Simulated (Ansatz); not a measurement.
**C2H6In (SMILES C[In]C): the energy to break a bond**

The species is C2H6In (9 atoms), meant as a doublet with charge 0. As SMILES, `C[In]C`. Geometry: optimised at wB97X-V/def2-SVP.

```xyz
9

C     0.4570    1.8147    0.1786
In    0.2802    0.0508   -1.1241
C    -0.4489   -1.8132   -0.2111
H    -0.5321    2.0430    0.6118
H     0.8261    2.7011   -0.3579
H     1.1486    1.5826    1.0069
H    -1.4528   -1.6378    0.2128
H    -0.5045   -2.6430   -0.9310
H     0.2264   -2.0983    0.6140
```

Wanted: the dissociation energy of the H5–C1 bond into doublet H and singlet C2H5In (shapes relaxed at wB97X-V/def2-SVP, no zero-point term). 1 Eh = 2625.50 kJ/mol = 27.2114 eV. Totals in Eh; open shells run unrestricted unless said.

| level | program | C2H6In | doublet H | singlet C2H5In |
| --- | --- | --- | --- | --- |
| UBLYP/def2-TZVP (core potential) | Ansatz | -269.853709 | -0.497552 | -269.216896 |
| UPBE/def2-TZVP (core potential) | Ansatz | -269.829438 | -0.499616 | -269.192007 |
| RPA@PBE/def2-TZVP (core potential), 6 core orbitals frozen | Ansatz | -269.380738 | -0.513303 | -268.728407 |

Work out the dissociation energy at each level.


1. UBLYP/def2-TZVP (core potential): (-0.497552) + (-269.216896) − (-269.853709) = 0.139261 Eh = 365.6 kJ/mol = 3.79 eV.
2. UPBE/def2-TZVP (core potential): (-0.499616) + (-269.192007) − (-269.829438) = 0.137815 Eh = 361.8 kJ/mol = 3.75 eV.
3. RPA@PBE/def2-TZVP (core potential): (-0.513303) + (-268.728407) − (-269.380738) = 0.139028 Eh = 365.0 kJ/mol = 3.78 eV.

The levels span 362 to 366 kJ/mol; no measured value is set beside them. A fragment with an even electron count was run as a singlet and may have a lower triplet. A bond enthalpy at 298 K also holds the loss of zero-point energy and thermal terms.
